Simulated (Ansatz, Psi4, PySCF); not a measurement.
C$_{3}$H$_{3}$ (SMILES C1=C[CH-]1), charge -1, singlet, geometry from GFN2-xTB (in this run its highest filled SCF level lies above zero, so its values depend strongly on the basis, on diffuse functions most of all). Base run: MP2/STO-3G (PySCF).

Here is a job for PySCF.
```python
from pyscf import gto, scf, mp

mol = gto.M(
    atom='''
C     0.127599    0.002351    0.979809
C     0.049146   -0.650135   -0.428757
C     0.030200    0.650860   -0.429411
H    -1.005144   -0.013916    1.436906
H    -0.096327   -1.508647   -1.082620
H    -0.140201    1.504114   -1.084134
''',
    basis='sto-3g',
    charge=-1,
    spin=0,
    verbose=4,
)

mf = scf.RHF(mol)
mf.kernel()

pt = mp.MP2(mf)
pt.kernel()
print('E(MP2) = %.10f' % pt.e_tot)
```

The same geometry, method and basis name were run in Ansatz (a program for electronic structure) and Psi4 and PySCF, at each program's defaults and at the settings that a row names. The base is PySCF at its defaults. Differences at the defaults can come from grids, fitting, cores and function types together.

```
code and settings                                                                                     ΔE vs base (µEh)  basis functions      E (Eh)  SCF cycles
----------------------------------------------------------------------------------------------------  ----------------  ---------------  ----------  ----------
PySCF, defaults (exact integrals, spherical functions, all electrons correlated)                                   0.0               18  -113.70580           8
Psi4, defaults (density fitting with its default set, spherical functions, all electrons correlated)              -325               18  -113.70613          10
Ansatz, defaults (factorised integrals, spherical functions, frozen core)                                         1228               18  -113.70458           -
PySCF, frozen core                                                                                                1218               18  -113.70459           8
Psi4, exact integrals, spherical functions, frozen core                                                           1218               18  -113.70459          10
Ansatz, high accuracy, frozen core                                                                                1218               18  -113.70459           -
```
